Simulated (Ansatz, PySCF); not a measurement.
C2H2BF3, SMILES F/C=C\B(F)F. Atoms are numbered in the order given.

```xyz
8

F      0.6117    -1.9661     0.0000
C     -0.6410    -1.5544     0.0000
C     -0.9930    -0.2653     0.0000
B     -0.0057     0.9214     0.0000
F      1.3046     0.7684     0.0000
F     -0.4601     2.1639     0.0000
H     -1.3435    -2.3962     0.0000
H     -2.0687    -0.0722     0.0000
```

Geometry optimised at PBE0-D3(BJ)/def2-SVP. The structure was generated by enumeration; whether it is a known compound was not checked. The values are those of a single conformer.

Two levels are set side by side: PBE-D3(BJ)/def2-SVP (Ansatz, a program for electronic structure) and PBE0-D3(BJ)/def2-SVP (Ansatz). Each level has its own optimised geometry; the coordinates shown are those of the second. Frequencies come from the Hessian of PySCF at each geometry. Differences are taken from unrounded values.

```json
[
 {"quantity": "mean bond length (Å)", "PBE0-D3(BJ)": "1.290"},
 {"quantity": "bond F1–C2 (Å)", "PBE0-D3(BJ)": "1.319"},
 {"quantity": "bond C2–C3 (Å)", "PBE0-D3(BJ)": "1.336"},
 {"quantity": "bond C3–B4 (Å)", "PBE0-D3(BJ)": "1.544"},
 {"quantity": "bond B4–F5 (Å)", "PBE0-D3(BJ)": "1.319"},
 {"quantity": "bond B4–F6 (Å)", "PBE0-D3(BJ)": "1.323"},
 {"quantity": "bond C2–H7 (Å)", "PBE0-D3(BJ)": "1.096"},
 {"quantity": "bond C3–H8 (Å)", "PBE0-D3(BJ)": "1.093"},
 {"quantity": "highest harmonic wavenumber (cm⁻¹)", "PBE0-D3(BJ)": "3229"},
 {"quantity": "mean harmonic wavenumber (cm⁻¹)", "PBE0-D3(BJ)": "1115"},
 {"quantity": "zero-point energy (kcal/mol)", "PBE0-D3(BJ)": "28.70"}
]
```

### Question
What does PBE-D3(BJ) give, and how far is it from PBE0-D3(BJ)? (An estimate is asked for; the answer gives what the named calculation found.)

### Answer

| quantity | PBE-D3(BJ) | PBE-D3(BJ) minus PBE0-D3(BJ) |
|---|---|---|
| mean bond length (Å) | 1.301 | 0.011 |
| bond F1–C2 (Å) | 1.333 | 0.015 |
| bond C2–C3 (Å) | 1.348 | 0.012 |
| bond C3–B4 (Å) | 1.548 | 0.004 |
| bond B4–F5 (Å) | 1.332 | 0.013 |
| bond B4–F6 (Å) | 1.336 | 0.013 |
| bond C2–H7 (Å) | 1.105 | 0.009 |
| bond C3–H8 (Å) | 1.101 | 0.008 |
| highest harmonic wavenumber (cm⁻¹) | 3132 | -97 |
| mean harmonic wavenumber (cm⁻¹) | 1075 | -40 |
| zero-point energy (kcal/mol) | 27.67 | -1.04 |

GGA bonds tend to be longer and softer than those of functionals with exact exchange. Differences between two approximate levels are no errors against the true value.
